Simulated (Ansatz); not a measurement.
A geometry optimisation of Cl2F4Mo with PBE0-D4/def2-SVP

The starting geometry of this gas-phase triplet was optimised with GFN2-xTB as a singlet.

```xyz
7

Cl   -0.2964   -0.8917    2.0500
Cl    0.2955    0.8921   -2.0502
F    -0.4396    1.5789    0.6232
F    -1.6817   -0.3190   -0.3818
F     0.4406   -1.5787   -0.6231
F     1.6816    0.3186    0.3819
Mo   -0.0001   -0.0002    0.0000
```

Task: Predict what becomes of its bonds when it is optimised with PBE0-D4/def2-SVP.

Result: It keeps its links, with one markedly longer than at the start. Distances that change by over a tenth: Cl2–Mo7 (2.26 → 2.87 Å).

The energy falls by 1.53 eV over 19 steps:

| step | E − E(last) (eV) |
| --- | --- |
| 1 | 1.527 |
| 3 | 0.470 |
| 5 | 0.469 |
| 7 | 0.469 |
| 9 | 0.440 |
| 11 | 0.191 |
| 13 | 0.058 |
| 15 | 0.003 |
| 17 | 0.000 |
| 19 | 0.000 |

Final geometry (Å):

```csv
atom,x (Å),y (Å),z (Å)
Cl,-0.3264,-0.9828,2.2592
Cl,0.3377,1.0298,-2.3703
F,-0.4927,1.6019,0.8416
F,-1.6299,-0.2110,-0.6176
F,0.4443,-1.7566,-0.4841
F,1.7003,0.4208,0.1358
Mo,-0.0333,-0.1022,0.2353
```

No frequencies were run, so the end isn't proven a minimum. Open shells are spin-unrestricted. The triplet needn't be the ground state. Atoms past krypton carry core potentials, without spin–orbit terms. Run with Ansatz 0.2.0, 8.8 min on 2 threads of Arm Neoverse V1 (shared host).
